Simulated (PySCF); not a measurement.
## XPS shifts beside NMR shieldings

Species: 1,1,1,3-tetrafluoropropane, C₃H₄F₄.
Atom-mapped SMILES: `[F:1][CH2:2][CH2:3][C:4]([F:5])([F:6])[F:7]`

Geometry (GFN2-xTB, Å), atoms numbered from 1 in this order:
```
atom  x, y, z in Å
F1     2.4142   -0.2728   -0.1132
C2     1.2233    0.3780    0.0528
C3     0.0769   -0.6142   -0.1347
C4    -1.2597    0.0758    0.0401
F5    -1.3963    0.6204    1.2583
F6    -2.2848   -0.7698   -0.1202
F7    -1.4387    1.0704   -0.8420
H8     1.1853    1.1776   -0.6942
H9     1.2246    0.8011    1.0626
H10    0.1124   -1.0463   -1.1368
H11    0.1484   -1.4176    0.6014
```

Binding energies: PySCF 2.14.0, delta-SCF UKS SCAN, pcX-2 on the ionised atom, pcseg-1 elsewhere, spin-free X2C. Shieldings: GIAO PBE0/pcSseg-1, non-relativistic, same geometry.

```tsv
atom	C 1s (eV)
C2	293.82
C3	292.21
C4	298.65
```

**Question.** What are the absolute isotropic shieldings of these atoms?

**Answer.** 
```json
{"atom": "C3", "environment": "chain CH2 carbon", "C 1s (eV)": "292.21", "isotropic shielding (ppm)": "147.1"}
{"atom": "C2", "environment": "sp3 C–F carbon", "C 1s (eV)": "293.82", "isotropic shielding (ppm)": "105.8"}
{"atom": "C4", "environment": "CF3 carbon", "C 1s (eV)": "298.65", "isotropic shielding (ppm)": "53.2"}
```

**Question.** Among the listed atoms, is the one with the highest binding energy also the least shielded?

**Answer.** Yes: C4 has both (298.65 eV, 53.2 ppm).

By binding energy: C3 < C2 < C4. By shielding: C4 < C2 < C3.

Geometry: GFN2-xTB, one conformer, isolated molecule.
